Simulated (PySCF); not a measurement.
# State search for NaCa

Unrestricted PBE0; Na 6-31G(d,p), Ca 6-31G(d,p); no relativity (PySCF 2.14). Outer shells of the fragments: Na 3s1; Ca 4s2.

Followed along the bond (rough minima from three points):

```csv
2Ms+1,unpaired,⟨S²⟩ at the start,R at minimum (Å),Te (eV)
2,σ ↑,0.76,3.69,0.00
2,π ↑,0.83,3.18,0.84
2,δ ↑,0.82,3.39,1.51
4,"σ ↑↑, π ↑",3.75,3.55,1.62
```

Solutions found at the starting distance of 3.165 Å, counted from the lowest of them; the search is not exhaustive and high or unbound solutions are not listed, so other states can lie among these:

```json
{"2Ms+1": "2", "unpaired": "σ ↑", "term": "²Σ⁺", "E (eV)": "0.00", "⟨S²⟩": "0.76", "⟨Lz²⟩": "0.00", "μ (D)": "-1.01"}
{"2Ms+1": "2", "unpaired": "π ↑", "term": "²Π", "E (eV)": "0.71", "⟨S²⟩": "0.83", "⟨Lz²⟩": "1.02", "μ (D)": "-0.99"}
{"2Ms+1": "2", "unpaired": "δ ↑", "term": "²Δ", "E (eV)": "1.41", "⟨S²⟩": "0.82", "⟨Lz²⟩": "4.00", "μ (D)": "-0.77"}
{"2Ms+1": "4", "unpaired": "σ ↑↑, π ↑", "term": "⁴Π", "E (eV)": "1.55", "⟨S²⟩": "3.75", "⟨Lz²⟩": "1.01", "μ (D)": "-0.85"}
{"2Ms+1": "2", "unpaired": "σ ↑↑, π ↓", "term": "mixed", "E (eV)": "2.05", "⟨S²⟩": "1.75", "⟨Lz²⟩": "1.02", "μ (D)": "-0.88"}
{"2Ms+1": "4", "unpaired": "σ ↑↑↑", "term": "⁴Σ⁺", "E (eV)": "2.13", "⟨S²⟩": "3.75", "⟨Lz²⟩": "0.00", "μ (D)": "1.89"}
```

A term symbol is given only where ⟨S²⟩ and ⟨Lz²⟩ are close to those of a pure state; real π, δ and φ orbitals otherwise mix terms. A positive dipole means Na(−)Ca(+).

**Question.** Compare the gap between the two lowest followed solutions at the starting distance with the gap between their minima.

**Answer.** At PBE0 the second solution (doublet, unpaired electrons π ↑) lies +0.71 eV from the first (doublet, unpaired electrons σ ↑) at 3.165 Å and +0.84 eV at the minima; the two curves relax by different amounts, since their minima lie near 3.18 and 3.69 Å.

Counting both spins, an empty level lies below a filled one in some of these solutions, because spin and occupation are held.
